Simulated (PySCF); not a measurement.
Sn (tin, neutral) across methods

[Kr] 4d10 5s1 5p2 6s1, high-spin 5P determinant (an excited configuration). All numbers are calculated (PySCF 2.14, the spin-free X2C one-electron Hamiltonian (Gaussian nucleus), in x2c-QZVPPall with one added diffuse shell each of s, p, d, f type (14s10p8d5f1g, 128 functions)).

| method | E (hartree) | mean ε 5s α (eV) | mean ε 5p α (eV) | mean ε 6s α (eV) | Σ⟨r²⟩ (bohr²) | ⟨S²⟩ |
| --- | --- | --- | --- | --- | --- | --- |
| r2SCAN | -6176.20 | -15.744 | -7.907 | -1.904 | 98.01 | 6.003 |
| UHF | -6173.53006 | -20.689 | -11.306 | -2.923 | 102.0 | 6.004 |
| PBE | -6175.76 | -15.117 | -7.481 | -1.909 | 96.86 | 6.001 |
| PBE0 | -6175.85 | -16.684 | -8.555 | -2.233 | 97.84 | 6.002 |

**Question.** Estimate the same row for LDA.

**Answer.** E (hartree) = -6170.18; mean ε 5s α (eV) = -15.332; mean ε 5p α (eV) = -7.553; mean ε 6s α (eV) = -1.995; Σ⟨r²⟩ (bohr²) = 95.47; ⟨S²⟩ = 6.001.

The outer electron is Rydberg-like, and this basis confines it to a smaller radius and binds it less than a complete one would.
